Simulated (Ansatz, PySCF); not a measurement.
C4H7O, SMILES C[CH]C(C)=O, multiplicity 2. Atoms are numbered in the order given.

```xyz
12

C     -2.0119     0.3787    -0.0396
C     -0.6573     0.4395     0.5590
C      0.4964    -0.1493    -0.0913
C      1.8387    -0.0278     0.6112
O      0.3913    -0.7271    -1.1752
H     -1.9804    -0.1582    -0.9975
H     -2.4211     1.3929    -0.2048
H     -2.7252    -0.1272     0.6375
H     -0.5172     0.9436     1.5217
H      1.8007    -0.4924     1.6104
H      2.6115    -0.5217     0.0084
H      2.1091     1.0313     0.7559
```
Charge 0, spin multiplicity 2.

Coordinates come from a B3LYP-D3(BJ)/def2-SVP optimisation. The isomer is the one that the SMILES or the coordinates give; other isomers of the formula were not compared. The values are those of a single conformer.

Two levels are set side by side: PBE-D3(BJ)/def2-SVP (Ansatz, a first-principles code) and B3LYP-D3(BJ)/def2-SVP (Ansatz). Each level has its own optimised geometry; the coordinates shown are those of the second. Frequencies come from the Hessian of PySCF at each geometry. Differences are taken from unrounded values.

```json
[
 {"quantity": "mean bond length (Å)", "B3LYP-D3(BJ)": "1.218", "PBE-D3(BJ)": "1.224", "PBE-D3(BJ) minus B3LYP-D3(BJ)": "0.007"},
 {"quantity": "bond C1–C2 (Å)", "B3LYP-D3(BJ)": "1.482", "PBE-D3(BJ)": "1.480", "PBE-D3(BJ) minus B3LYP-D3(BJ)": "-0.002"},
 {"quantity": "bond C2–C3 (Å)", "B3LYP-D3(BJ)": "1.449", "PBE-D3(BJ)": "1.456", "PBE-D3(BJ) minus B3LYP-D3(BJ)": "0.007"},
 {"quantity": "bond C3–C4 (Å)", "B3LYP-D3(BJ)": "1.520", "PBE-D3(BJ)": "1.523", "PBE-D3(BJ) minus B3LYP-D3(BJ)": "0.003"},
 {"quantity": "bond C3–O5 (Å)", "B3LYP-D3(BJ)": "1.233", "PBE-D3(BJ)": "1.243", "PBE-D3(BJ) minus B3LYP-D3(BJ)": "0.010"},
 {"quantity": "bond C1–H6 (Å)", "B3LYP-D3(BJ)": "1.099", "PBE-D3(BJ)": "1.107", "PBE-D3(BJ) minus B3LYP-D3(BJ)": "0.008"},
 {"quantity": "bond C1–H7 (Å)", "B3LYP-D3(BJ)": "1.106", "PBE-D3(BJ)": "1.114", "PBE-D3(BJ) minus B3LYP-D3(BJ)": "0.008"},
 {"quantity": "bond C1–H8 (Å)", "B3LYP-D3(BJ)": "1.106", "PBE-D3(BJ)": "1.114", "PBE-D3(BJ) minus B3LYP-D3(BJ)": "0.008"},
 {"quantity": "bond C2–H9 (Å)", "B3LYP-D3(BJ)": "1.096", "PBE-D3(BJ)": "1.104", "PBE-D3(BJ) minus B3LYP-D3(BJ)": "0.009"},
 {"quantity": "bond C4–H10 (Å)", "B3LYP-D3(BJ)": "1.103", "PBE-D3(BJ)": "1.110", "PBE-D3(BJ) minus B3LYP-D3(BJ)": "0.008"},
 {"quantity": "bond C4–H11 (Å)", "B3LYP-D3(BJ)": "1.098", "PBE-D3(BJ)": "1.105", "PBE-D3(BJ) minus B3LYP-D3(BJ)": "0.007"},
 {"quantity": "bond C4–H12 (Å)", "B3LYP-D3(BJ)": "1.103", "PBE-D3(BJ)": "1.110", "PBE-D3(BJ) minus B3LYP-D3(BJ)": "0.007"},
 {"quantity": "highest harmonic wavenumber (cm⁻¹)", "B3LYP-D3(BJ)": "3162", "PBE-D3(BJ)": "3106", "PBE-D3(BJ) minus B3LYP-D3(BJ)": "-56"},
 {"quantity": "mean harmonic wavenumber (cm⁻¹)", "B3LYP-D3(BJ)": "1438", "PBE-D3(BJ)": "1400", "PBE-D3(BJ) minus B3LYP-D3(BJ)": "-38"},
 {"quantity": "zero-point energy (kcal/mol)", "B3LYP-D3(BJ)": "61.68", "PBE-D3(BJ)": "60.04", "PBE-D3(BJ) minus B3LYP-D3(BJ)": "-1.65"}
]
```

GGA bonds tend to be longer and softer than those of functionals with exact exchange. Differences between two approximate levels are no errors against the true value.
